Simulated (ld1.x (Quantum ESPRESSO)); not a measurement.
u(r) = r·R(r): atom against pseudo-atom (Cl)

Columns: radius, all-electron u(r) and pseudo u(r) of the 3s shell (level -20.38 eV) of chlorine in the configuration [Ne] 3s2 3p5; BLYP, non-relativistic, TM scheme, ld1.x (Quantum ESPRESSO) 7.5.

| r (bohr) | all-electron | pseudo |
| --- | --- | --- |
| 0.070 | 0.2009 | 0.0596 |
| 0.140 | -0.0806 | 0.1160 |
| 0.210 | -0.3264 | 0.1662 |
| 0.280 | -0.4329 | 0.2084 |
| 0.350 | -0.4147 | 0.2425 |
| 0.420 | -0.3120 | 0.2708 |
| 0.490 | -0.1622 | 0.2979 |
| 0.560 | 0.0065 | 0.3297 |
| 0.630 | 0.1753 | 0.3725 |
| 0.700 | 0.3324 | 0.4314 |
| 0.770 | 0.4711 | 0.5079 |
| 0.840 | 0.5887 | 0.5967 |
| 0.910 | 0.6845 | 0.6850 |
| 0.980 | 0.7595 | 0.7595 |
| 1.050 | 0.8151 | 0.8151 |
| 1.120 | 0.8532 | 0.8532 |
| 1.190 | 0.8758 | 0.8758 |
| 1.260 | 0.8852 | 0.8852 |
| 1.330 | 0.8835 | 0.8835 |
| 1.400 | 0.8727 | 0.8727 |
| 1.470 | 0.8546 | 0.8546 |
| 1.540 | 0.8309 | 0.8309 |
| 1.610 | 0.8028 | 0.8028 |
| 1.680 | 0.7717 | 0.7717 |
| 1.750 | 0.7384 | 0.7384 |
| 1.820 | 0.7039 | 0.7039 |

(1) How many radial nodes do the two functions have?

(2) At about which radius was the pseudo-wave matched?

(3) Is the pseudo-wave norm-conserving?

Results:

(1) The all-electron 3s function has n − l − 1 = 2; the pseudo-wave has 0, since the states of the same l below it are removed with the core.

(2) 1.00 bohr, where the columns begin to agree (steps of 0.07 bohr).

(3) Yes: the TM scheme keeps the norm inside the radius equal to the all-electron one, which fixes the energy derivative of the logarithmic derivative at the level.
